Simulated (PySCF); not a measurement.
Species: C₅H₅O₃ (doublet state).
Z-matrix (Å and degrees, GFN2-xTB geometry), rows numbered from 1:
```
O 
C   1  1.2229
O   2  1.3567  1  122.12
C   2  1.4206  1  123.67  3  -179.97
C   4  1.4928  2  126.34  1     0.05
C   5  1.4939  4  100.35  2  -179.98
C   6  1.3368  5  108.08  4     0.04
O   4  1.3513  2  123.04  1  -179.94
H   3  0.9682  2  108.50  1     0.05
H   5  1.0966  4  112.17  2    59.31
H   5  1.0965  4  112.07  2   -59.49
H   6  1.0704  5  124.70  4  -179.98
H   7  1.0738  6  130.93  5   179.96
```

The hyperfine couplings belong to this conformer and change with its torsions.

Identity: `O=C(O)[C]1CC=CO1` [radical].

Computed, not measured: UKS B3LYP, pcH-1 on C H O, non-relativistic, mean-field spin-orbit, GIAO (PySCF 2.14.0). The structure is a single GFN2-xTB conformer in the gas phase; no vibrational or solvent corrections. Couplings are sensitive to structure, and on GFN2-xTB geometries they can be far from those on DFT ones. Stability of the SCF solution: not tested.

Principal values of hyperfine tensors in MHz (contact and dipolar terms together), for some of the nuclei:

```csv
atom,isotope,A1,A2,A3,alike by the symmetry of this geometry
H11,1H,128.87,130.77,139.43,H10
C4,13C,-2.17,-1.46,168.57,none
C5,13C,-33.15,-31.24,-29.94,none
O8,17O,-76.94,9.50,11.44,none
O1,17O,-68.31,15.48,15.72,none
C7,13C,-20.05,-7.49,-4.98,none
C6,13C,0.23,2.82,23.62,none
H12,1H,-12.36,-9.07,-1.63,none
```

Split each tensor into its isotropic and traceless parts, and turn a_iso into mT with g = 2.0039.

a_iso is a third of the trace, T = A − a_iso, and a(mT) = a(MHz)/(g × 13.996).

| atom | a_iso (MHz) | a_iso (mT) | T1 | T2 | T3 |
| --- | --- | --- | --- | --- | --- |
| H11 | 133.03 | 4.743 | -4.16 | -2.25 | 6.41 |
| C4 | 54.98 | 1.960 | -57.15 | -56.44 | 113.59 |
| C5 | -31.45 | -1.121 | -1.71 | 0.20 | 1.50 |
| O8 | -18.67 | -0.666 | -58.27 | 28.17 | 30.10 |
| O1 | -12.37 | -0.441 | -55.94 | 27.85 | 28.09 |
| C7 | -10.84 | -0.386 | -9.21 | 3.35 | 5.86 |
| C6 | 8.89 | 0.317 | -8.66 | -6.07 | 14.73 |
| H12 | -7.68 | -0.274 | -4.67 | -1.38 | 6.06 |

What spin density at the nucleus of O8 lies behind its contact coupling (g_N = -0.75752)?

a_FC = (2μ0/3) gₑ μB g_N μN ρ(0)/(2S·h) = 800.24 MHz × g_N × ρ(0)/(2S), with ρ in bohr⁻³. With a_FC = -18.67 MHz and 2S = 1, ρ(0) = 0.0308 bohr⁻³. The nuclear moment is negative, so coupling and spin density have opposite signs.

C2 (13C, g_N = 1.40482) isn't in the table. Its spin density at the nucleus is -0.02779 bohr⁻³. What is its contact coupling?

By the same relation, a_FC = -31.2 MHz. Its full tensor has the principal values -34.64, -30.62, -28.47 MHz.

Name the largest traceless tensor T of the table and describe it.

C4: -57.1, -56.4, 113.6 MHz, axial, in the ratio −1:−1:+2, the form that spin in one p orbital centred on that nucleus gives.

What first-order splitting does C4 cause when the field lies along A1, A2 or A3 of its tensor (g taken as isotropic, no quadrupole term)?

2 lines (I = 1/2), spaced by |A_i|/(g × 13.996): 0.08, 0.05, 6.01 mT along the axes of A1, A2 and A3.
